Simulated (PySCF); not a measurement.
**Spinor energies of Sm(25+) (samarium, charge +25)**

Start: [Kr] 4d1; 4d3/2 filled at m_j = +3/2. Calculated with PySCF 2.14 in an uncontracted even-tempered set (17 s from 1.9 bohr⁻², ratio 2.8; 14 p from 2.5 bohr⁻², ratio 2.8; 9 d from 2.5 bohr⁻², ratio 2.8; 3 f from 8.9 bohr⁻², ratio 3): generalised Hartree-Fock with the X2C-1e Hamiltonian and a Gaussian nucleus; one run each with spin-orbit coupling (SO) switched off, then screened by Boettger's factors.

```tsv
spinor shell	electrons	ε, spin-free (eV)	ε, screened SO (eV)	weight of nominal j (screened SO)	rms radius, screened SO (bohr)
1s1/2	2	-47868.3	-47860.3	1.000	0.0259
2s1/2	2	-8609.5	-8606.8	1.000	0.105
2p1/2	2	-7761.2	-8185.8	1.000	0.0899
2p3/2	4	-7761.2	-7577.2	1.000	0.0961
3s1/2	2	-2531.4	-2530.5	1.000	0.270
3p1/2	2	-2260.9	-2350.1	1.000	0.260
3p3/2	4	-2260.9	-2221.6	1.000	0.273
3d3/2	4	-1896.6	-1913.3	1.000	0.244
3d5/2	6	-1896.6	-1884.4	1.000	0.248
4s1/2	2	-1051.1	-1050.7	1.000	0.569
4p1/2	2	-945.29	-972.27	0.999	0.580
4d3/2	1	-818.27	-822.47	1.000	0.602
```

(1) Where does 4p3/2 lie, and what is the 4p spin-orbit splitting (screened SO)?

| quantity | spin-free | screened SO |
| --- | --- | --- |
| E (hartree) | -10132.86336 | -10138.99824 |
| M_J | 3/2 | 3/2 |
| ⟨J²⟩ | 4.402 | 3.751 |
| ⟨L²⟩ | 6.004 | 6.040 |
| ⟨S²⟩ | 0.751 | 0.788 |

Each row is a mean over spinors that exchange with the open shell spreads, by up to 10.120 eV (4p1/2).

Breit and QED terms are absent; they matter most for the inner s and p1/2 levels.

Densities and radii are taken from the X2C orbitals without a picture-change correction, which distorts them close to the nucleus.

Without spin-orbit coupling the j labels of p, d and f shells carry no meaning; the spin-free column gives the mean over the occupied spinors of each nl shell, and its ⟨J²⟩ belongs to a mixture of degenerate components.

## Answers

(1) At -933.09 eV, 39.177 eV above 4p1/2.
